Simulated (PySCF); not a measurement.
F2Sn, charge +1, doublet (typed; the unrestricted solution is spin-contaminated), at a GFN2-xTB geometry (such geometries of metal compounds can be far from the true shape) (a state made from the parent by changing its charge; the spin is typed, not shown lowest) (core potentials on Sn). Base run: DF-HF/def2-SVP (PySCF).

PySCF was given this input:
```python
from pyscf import gto, scf

mol = gto.M(
    atom='''
Sn    0.00000000    0.00000000    0.00000000
F    -0.00000000   -0.00000000   -2.20886483
F     0.00000000    0.00000000    2.20886483
''',
    basis='def2-svp',
    ecp={'Sn': 'def2-svp'},
    charge=1,
    spin=1,
    verbose=4,
)

mf = scf.UHF(mol)
mf = mf.density_fit(auxbasis='def2-universal-jkfit')
mf.kernel()
mf.analyze()
```

The base run was repeated with changes; each row names its change, and settings that it needs were set with it.

```csv
change,basis functions,E (Eh),HOMO (eV)
base,54,-411.70396,-17.34
basis = LANL2DZ,26,-201.80661,-17.45
basis = def2-SV(P),54,-411.70396,-17.34
basis = def2-SVPD,78,-411.72227,-17.70
basis = def2-TZVPP,112,-411.96471,-17.51
basis = def2-TZVP,112,-411.96471,-17.51
basis = def2-TZVPD,136,-411.96718,-17.52
basis = def2-QZVP,196,-411.97682,-17.52
basis = def2-QZVPP,196,-411.97682,-17.52
```

Totals compare only among sets that treat the same electrons; sets with core potentials leave the core out.

Open shells are given as the SCF converged; they aren't shown to be the lowest states, and a large step between rows can be another state.
